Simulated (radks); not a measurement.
Task: All-electron atom: Cs in [Xe] 5f1 (not the ground configuration). Method: Dirac Kohn-Sham, PBE, spin-unpolarised, spherical densities, point nucleus; open shells fill j = l - 1/2 first; computed with a radial shooting solver on a logarithmic mesh with Libxc functionals.

Spin-orbit splittings of the eigenvalues, e(l+1/2) - e(l-1/2), with zeta = 2 splitting/(2l+1) and mean radii in bohr:

shell  occ.  splitting (eV)   zeta (eV)  <r> j=l-1/2  <r> j=l+1/2
2p        6           352.3       234.9      0.09403      0.09992
3p        6           67.51       45.01       0.2887       0.3005
3d       10           14.33       5.733       0.2714       0.2751
4p        6               ?           ?       0.7206       0.7481
4d       10           2.285      0.9139       0.8307       0.8411
5p        6           1.647       1.098        2.009        2.102
5f        1      0.00003984  0.00001138        29.18        29.18

Estimate the 4p splitting.

Result: 13.77 eV (zeta = 9.179 eV).
